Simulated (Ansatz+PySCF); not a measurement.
## singlet ZrF₄: levels of theory in one basis

```yaml
atoms:
  - { symbol: Zr, position_ang: [0.0000, 0.0000, 0.0000] }
  - { symbol: F, position_ang: [1.0066, 1.0066, 1.0066] }
  - { symbol: F, position_ang: [1.0066, -1.0066, -1.0066] }
  - { symbol: F, position_ang: [-1.0066, 1.0066, -1.0066] }
  - { symbol: F, position_ang: [-1.0066, -1.0066, 1.0066] }
```

Basis set: def2-SVP (spherical functions, with the set's core potentials past Kr). Frozen core: 4 orbitals. Charge 0, multiplicity 1.

Computed with Ansatz (development build ahead of 0.2.0); each method stands on the lowest determinant of its kind that the runs found.

```csv
method,E − E(RHF) (eV),<S²> of the determinant
RHF,0.00,0.00
RHF-CCSD,-26.95,–
RHF-CCSD(T),-27.54,–
```

Problem. What does RHF-MP2 give on the same scale?

Solution. -27.06 eV.

Problem. Is a single determinant a sound starting point here?

Solution. By this sign, yes. Unrestricted orbitals gain 0.00 eV and <S²> is 0.00 against 0.00 for a pure state.

Caution: other spin multiplicities were not run.
